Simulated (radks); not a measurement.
The lithium ion Li+ inside a hard spherical wall (all orbitals vanish at R), configuration held at [He] and not refilled when levels cross. Calculated with a radial shooting solver on a logarithmic mesh with Libxc functionals: non-relativistic Kohn-Sham, LDA (Slater exchange, Perdew-Wang correlation), spin-polarised, spherical densities, point nucleus. Eigenvalues in eV for spin up, with the zero of energy where the potential of the charges vanishes at infinity; a dash marks a level that is unbound or too diffuse for the functional's potential to be trusted. A positive occupied level is held by the wall or, in an anion where self-interaction has pushed it up, behind a barrier. The pressure on the wall is -dE/dV.

R (bohr),E (hartree),kinetic (hartree),e(1s),"e(2s, empty)","e(2p, empty)",pressure (GPa)
free,-7.14218,7.056,-59.591,-6.529,-4.570,0
20,-7.14218,7.056,-59.591,-6.529,-4.570,< 0.0001
15,-7.14218,7.056,-59.591,-6.529,-4.570,< 0.0001
10,-7.14218,7.056,-59.591,-6.517,-4.533,< 0.0001
8,-7.14218,7.056,-59.591,-6.438,-4.390,< 0.0001
7,-7.14218,7.056,-59.591,-6.287,-4.187,< 0.0001
4,-7.14215,7.057,-59.589,-2.029,-0.526,0.0139
3.5,-7.14201,7.058,-59.578,1.173,1.764,0.126
3,-7.14101,7.068,-59.517,7.185,5.737,1.16
2,-7.09290,7.366,-57.710,46.388,28.641,106
1.5,-6.83676,8.421,-50.964,116.29,66.541,1160
